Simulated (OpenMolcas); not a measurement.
## 5d ions of charge +2 along the row

* Program: OpenMolcas
* Method: SS-CASPT2, IPEA 0.25 Eh, imaginary shift 0.1 Eh
* Basis: ANO-RCC-VTZP
* Scalar Hamiltonian: DKH2, point nucleus
* Spin-orbit coupling: RASSI with atomic mean-field integrals over the reference wave functions, term energies averaged over their components

Active space: the 5d shell; CASPT2 also correlates the outermost closed s and p core shells.

B and C come from two terms' centres of gravity (d2, d8: 3P = 15B, 1G = 12B + 2C; d3, d7: 4P = 15B, 2G = 4B + 3C; d4, d6: 3G = 9B + 4C, 3H = 4B + 4C; d5: 4D = 17B + 5C, 4G = 10B + 5C, above the ground term), where all their levels are at least 80 % pure. ζ = ±2S·A comes from the whole width of the ground multiplet by E(J) = (A/2) J(J+1), where its levels are at least 85 % pure. Energies in cm-1.

```
 Ion  Configuration  Lowest level  Weight (%)    B     C     ζ
Hf2+            5d²           ³F₂          91  607  2085  1785
Ta2+            5d³        ⁴F_3/2          90                 
 W2+            5d⁴           ⁵D₀          71                 
Re2+            5d⁵        ⁶S_5/2          91                 
Os2+            5d⁶           ⁵D₄          86                 
Ir2+            5d⁷        ⁴F_9/2          86                 
Pt2+            5d⁸           ³F₄          96
```

Term energies are means over components that CASPT2 splits; among the low terms the widest spread is 2000 cm-1 (5d³ ²H, Ta2+). Over all roots computed the reference weight is 0.90 to 0.95 in W2+; the roots of lowest weight are the least certain, and an intruder state may touch them. Configurations with an s electron lie low in 5d ions of this charge, fall among these levels and mix in, so low-spin terms can stand far too high, up to twice their true height, and weights are not those of the real levels. The CASPT2 spread within a term exceeds the gap to the next term for 5d³ ²P and 5d³ ²D(1), 5d³ ²D(1) and 5d³ ²H, so the order of their levels is uncertain, and so are names and mixing where such terms share a J (figures for Ta2+; the like holds for W2+, Os2+, Ir2+). Some levels mix across a computed gap that differs much from the measured one, so their mixing is not that of the real levels (holds for W2+). Some terms miss by over 15 % even with CASPT2, which points to a basis or an active space too small for the shells correlated (holds for W2+; Pt2+). Only configurations of the active space appear.

A number in round brackets counts repeated terms of one configuration in the order of the reference energies.
